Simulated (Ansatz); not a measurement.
Reaction (formal hydrolysis of the Si–F bond): `N[SiH](N)F` + H₂O → `N[SiH](N)O` + H–F

Computed with Ansatz on PBE0-D4/def2-TZVP structures; ΔE is electronic, products minus reactants. CCSD(T)/CBS adds triple-zeta CCSD(T) − MP2 to the extrapolated MP2 energy (def2 sets, frozen cores). This one scheme is used for every species. Functionals use def2-TZVPP. B3LYP here is the variant with VWN-RPA as its local correlation; programs differ in this. HSE06 is defined as in plane-wave codes. Each species was taken in one conformer, which may not be the lowest.

```csv
level,ΔE (kJ/mol),difference from CCSD(T)/CBS
LDA (SPW92),45.3,-3.5
PBE-D4,47.3,-1.5
revPBE-D4,45.1,-3.7
r2SCAN-D4,51.1,2.3
B97M-V,53.4,4.6
B3LYP-D4,50.5,1.7
r2SCANh-D4,50.8,2.0
r2SCAN0-D4,50.2,1.4
HSE06-D4,47.4,-1.4
BHLYP-D4,52.0,3.2
CAM-B3LYP-D4,52.0,3.2
ωB97X-V,50.5,1.7
ωB97M-V,49.9,1.1
B2PLYP,51.1,2.3
PBE-QIDH,47.6,-1.2
PBE,49.3,0.5
revPBE,50.4,1.6
BLYP,54.2,5.4
r2SCAN,51.7,2.9
PBE0,49.2,0.4
B3LYP,53.7,4.9
r2SCANh,51.3,2.5
r2SCAN0,50.8,2.0
BHLYP,54.4,5.6
CAM-B3LYP,53.7,4.9
RPA@PBE/def2-TZVPP,47.6,-1.2
HF/def2-SVP,56.2,7.4
MP2/def2-SVP,49.5,0.7
CCSD/def2-SVP,51.7,2.9
CCSD(T)/def2-SVP,50.7,1.9
HF/def2-TZVPP,56.8,8.0
MP2/def2-TZVPP,45.5,-3.3
SCS-MP2/def2-TZVPP,48.1,-0.7
CCSD/def2-TZVPP,48.7,-0.1
CCSD(T)/def2-TZVPP,47.1,-1.7
HF/def2-QZVPP,58.2,9.4
MP2/def2-QZVPP,46.9,-1.9
SCS-MP2/def2-QZVPP,49.5,0.7
HF/CBS(def2),58.4,9.6
MP2/CBS(def2),47.2,-1.6
CCSD(T)/CBS,48.8,0
```

Largest T1 diagnostic among the species: 0.010.

In def2-TZVPP, CCSD(T) changes the Hartree–Fock value by −9.7 kJ/mol (the triples alone add −1.6 kJ/mol) and MP2 by −11.3 kJ/mol. The D4 term adds −3.2 kJ/mol with B3LYP and −1.7 kJ/mol with PBE0; it sums over pairs of atoms, weighted by their polarisabilities, and B3LYP, whose exchange is more repulsive, gets the larger term. Leaving LDA and LC-ωPBE aside and taking each functional with its dispersion term where it has one, the values spread over 8.2 kJ/mol, from revPBE-D4 to B97M-V. LDA lies −3.9 kJ/mol from PBE without D4.
